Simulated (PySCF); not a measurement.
Species: C3H3Cl3Si.
Geometry (PBE0-D3(BJ)/def2-SVP, Å), atoms numbered from 1 in this order:
```
atom  x, y, z in Å
C1     2.2027   -0.1732   -0.4665
C2     1.0948   -0.0079    0.2021
C3    -0.0379    0.1537    0.8415
Si4   -1.6616    0.0634   -0.0223
Cl5   -2.5536    1.9112   -0.0649
Cl6   -1.4393   -0.6013   -1.9445
Cl7   -2.9112   -1.2059    0.9957
H8     2.6475   -1.1660   -0.5817
H9     2.7129    0.6791   -0.9254
H10   -0.0366    0.3562    1.9210
```

Mayer bond orders were computed from the PBE0/pcSseg-1 density (PySCF). Isolated species at its PBE0-D3(BJ)/def2-SVP geometry, gas phase.

**Question.** Rank these bonds by Mayer order, highest first.
A. Si4–Cl7
B. C1–C2
C. C3–Si4
D. C2–C3

**Answer.** B (2.06), D (1.94), A (1.03), C (0.92).

**Question.** Set the orders of all bonds between heavy atoms beside their lengths and the difference of the Hirshfeld charges at their ends.

**Answer.** 
```csv
bond,Mayer order,length (Å),q(first) − q(second) (e)
C1–C2,2.060,1.305,-0.129
C2–C3,1.941,1.311,+0.200
Si4–Cl6,1.043,2.046,+0.475
Si4–Cl5,1.042,2.052,+0.485
Si4–Cl7,1.029,2.052,+0.483
C3–Si4,0.915,1.841,-0.542
```

For a closed shell the Mayer order of atoms A and B is Σ (PS)μν (PS)νμ over the basis functions μ on A and ν on B, with P the density and S the overlap matrix.
